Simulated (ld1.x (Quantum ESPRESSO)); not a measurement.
**u(r) = r·R(r): atom against pseudo-atom (Te)**

Columns: radius, all-electron u(r) and pseudo u(r) of the 5s shell (level -15.34 eV) of tellurium in the configuration [Kr] 4d10 5s1.75 5p4.25; PBEsol, scalar-relativistic, RRKJ scheme, ld1.x (Quantum ESPRESSO) 7.5.

| r (bohr) | all-electron | pseudo |
| --- | --- | --- |
| 0.093 | -0.1639 | 0.1051 |
| 0.185 | 0.1861 | 0.1924 |
| 0.278 | 0.2313 | 0.2507 |
| 0.370 | -0.0053 | 0.2737 |
| 0.463 | -0.2549 | 0.2675 |
| 0.555 | -0.3867 | 0.2456 |
| 0.648 | -0.3898 | 0.2220 |
| 0.740 | -0.2971 | 0.2082 |
| 0.833 | -0.1479 | 0.2111 |
| 0.925 | 0.0210 | 0.2364 |
| 1.018 | 0.1902 | 0.2901 |
| 1.110 | 0.3426 | 0.3734 |
| 1.203 | 0.4746 | 0.4786 |
| 1.295 | 0.5808 | 0.5808 |
| 1.388 | 0.6640 | 0.6640 |
| 1.480 | 0.7243 | 0.7243 |
| 1.573 | 0.7655 | 0.7655 |
| 1.665 | 0.7896 | 0.7896 |
| 1.758 | 0.7996 | 0.7996 |
| 1.850 | 0.7980 | 0.7980 |
| 1.943 | 0.7869 | 0.7869 |
| 2.035 | 0.7685 | 0.7685 |
| 2.128 | 0.7443 | 0.7443 |
| 2.220 | 0.7161 | 0.7161 |
| 2.313 | 0.6847 | 0.6847 |
| 2.405 | 0.6516 | 0.6516 |

Q: How many radial nodes do the two functions have?

A: The all-electron 5s function has n − l − 1 = 4 (the table is too coarse to show those close to the nucleus); the pseudo-wave has 0, since the states of the same l below it are removed with the core.

Q: At about which radius was the pseudo-wave matched?

A: 1.35 bohr, where the columns begin to agree (steps of 0.09 bohr).

Q: Is the pseudo-wave norm-conserving?

A: Yes: the RRKJ scheme keeps the norm inside the radius equal to the all-electron one, which fixes the energy derivative of the logarithmic derivative at the level.
